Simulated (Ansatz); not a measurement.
Input file for H7N3OSi, SMILES `N[Si](N)(N)O`:

```yaml
crystal:
  periodic: [false, false, false]
  atoms:
    - {symbol: N, position_ang: [-0.804956, 1.399737, -0.228383]}
    - {symbol: Si, position_ang: [0.117968, 0.016612, 0.152765]}
    - {symbol: N, position_ang: [-0.895555, -0.951207, 1.125022]}
    - {symbol: N, position_ang: [0.710371, -0.483340, -1.382851]}
    - {symbol: O, position_ang: [1.455374, 0.134642, 1.113213]}
    - {symbol: H, position_ang: [-1.378012, 1.830607, 0.477305]}
    - {symbol: H, position_ang: [-0.487183, 2.063116, -0.914470]}
    - {symbol: H, position_ang: [-1.813965, -1.223763, 0.821803]}
    - {symbol: H, position_ang: [-0.498765, -1.602379, 1.780337]}
    - {symbol: H, position_ang: [0.076739, -0.514028, -2.165525]}
    - {symbol: H, position_ang: [1.371568, -1.241813, -1.432927]}
    - {symbol: H, position_ang: [2.223418, 0.516815, 0.687611]}
basis:
  gaussian: {orbitals: def2-SVP}
correlation: {method: ccsd_t}
```

```sh
$ ansatz run in.yaml --threads 4 --pin off --events-out ev --progress --plain --max-ram 10444MiB
```

Log, shortened:

```
Functional definition: HF
1090 factors; integrals over basis functions are off by at most 1.2e-3 eV
mean field evaluation 1: about -14446.2565 eV, gradient 5.3e1 eV
mean field evaluation 2: about -14446.2570 eV, gradient 5.3e1 eV
mean field evaluation 4: about -14451.7784 eV, gradient 3.1e0 eV
mean field evaluation 8: about -14451.8105 eV, gradient 1.4e-4 eV
mean field -14451.81053726 eV, -531.0942414553 hartree, gradient 1.6e-6 eV, S^2 0.000000; 0 other end points of the search recorded, 0 dependent functions left out
9 core orbitals not correlated: weight in the atoms' cores, before any rotation towards them, 1.000 or more for the frozen orbitals, at most 0.000 for the correlated occupied ones
reference -14451.81053726 eV, -531.0942414553 hartree; 16, 16 occupied and 84, 84 virtual orbitals, 1090 factors
second order -21.53234828 eV of doubles, -0.00000000 eV of singles
cycle   1  -22.10272285 eV  change   -5.7e-1 eV  update   8.5e-2
cycle   2  -22.54875667 eV  change   -4.5e-1 eV  update   2.4e-2
cycle   3  -22.65055238 eV  change   -1.0e-1 eV  update   1.1e-2
cycle   4  -22.64691771 eV  change    3.6e-3 eV  update   2.3e-3
cycle   5  -22.64645046 eV  change    4.7e-4 eV  update   8.3e-4
cycle   6  -22.64660035 eV  change   -1.5e-4 eV  update   2.6e-4
cycle   7  -22.64650360 eV  change    9.7e-5 eV  update   8.7e-5
cycle   8  -22.64647215 eV  change    3.1e-5 eV  update   2.7e-5
perturbative correction -0.52304389 eV, -0.0192215084 hartree
Total energy: -14474.98005330 eV, -531.9457054651 hartree
```

Run time 6.5 s (4 threads of an Arm Neoverse V1 on a shared host); peak host memory 0.55 GiB.

MP2 recovers 92.9 % of the CCSD(T) correlation energy and the triples give 2.3 %; T1 = 0.0096.
